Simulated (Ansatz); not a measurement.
Two members of one family (Series SiCl3X), computed with Ansatz in the gas phase. Binding counts from free atoms in the multiplicity of their measured ground term, without zero-point energy. A dash marks a value that wasn't run or was left out as unsound. The structures are stationary points that may keep the symmetry of their start. Remarks come from the PBE and PBE0 runs and from stability tests at other levels; not every state was tested. HOMO above LUMO (over both spins in singlets and doublets, within one spin in higher multiplets; at PBE or PBE0), or a gap under 0.15 eV within one spin, warns that the state may not be the lowest or that an electron is smeared out.

First: Si(SH)Cl3 (singlet, charge 0, PBE0-D4/def2-SVP geometry).

```xyz
6

Si    0.032    0.060   -0.416
S    -1.144   -0.009    1.339
H    -0.091   -0.316    2.132
Cl   -1.249    0.504   -1.941
Cl    0.957   -1.726   -0.799
Cl    1.495    1.487   -0.315
```

| level | HOMO (eV) | LUMO (eV) | gap (eV) | vertical IE (eV) | vertical triplet (eV) | binding per atom (eV) |
| --- | --- | --- | --- | --- | --- | --- |
| PBE-D4/def2-TZVP | -6.93 | -1.69 | 5.24 | 9.94 | 5.27 | 3.34 |
| BLYP-D4/def2-TZVP | -6.74 | -1.57 | 5.17 | – | – | 3.20 |
| B3LYP-D4/6-31G | -8.42 | -1.85 | 6.57 | – | – | 2.43 |
| PBE0-D4/def2-SVP | -8.15 | -0.36 | 7.79 | – | – | 3.24 |
| PBE0-D4/def2-TZVP | -8.22 | -0.72 | 7.50 | 10.31 | 5.53 | 3.30 |

Second: Si(CN)Cl3 (singlet, charge 0, PBE0-D4/def2-SVP geometry).

```xyz
6

Si    0.022    0.322    0.370
C    -0.060   -0.885   -1.016
N    -0.109   -1.646   -1.890
Cl   -1.868    0.937    0.782
Cl    1.175    1.884   -0.220
Cl    0.841   -0.613    1.974
```

**Question.** Estimate the same table for the second.

**Answer.** 
| level | HOMO (eV) | LUMO (eV) | gap (eV) | vertical IE (eV) | vertical triplet (eV) | binding per atom (eV) |
| --- | --- | --- | --- | --- | --- | --- |
| PBE-D4/def2-TZVP | -8.47 | -2.40 | 6.07 | 11.28 | 5.78 | 4.32 |
| BLYP-D4/def2-TZVP | -8.29 | -2.22 | 6.07 | – | – | 4.15 |
| B3LYP-D4/6-31G | -9.90 | -1.85 | 8.05 | – | – | 3.32 |
| PBE0-D4/def2-SVP | -9.81 | -1.26 | 8.55 | – | – | 4.15 |
| PBE0-D4/def2-TZVP | -9.92 | -1.46 | 8.46 | 11.92 | 5.73 | 4.18 |

Remarks: gap within one spin near zero at PBE or PBE0 (+1 doublet).
